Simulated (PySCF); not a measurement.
ZnFI, SMILES [Zn]([I])[F]. The structure is a stationary point at B3LYP-D3(BJ)/def2-TZVP. The def2 effective core potentials stand for the cores of I; spin–orbit coupling is left out.

Q: Give the equilibrium geometry at B3LYP-D3(BJ)/def2-TZVP (PySCF confirms it by a frequency run) as a Z-matrix, and its point group. (An estimate is asked for; the answer gives what the named calculation found.)

A: point group C∞v.
```
Zn
F 1 1.7574
I 1 2.4108 2 180.00
```
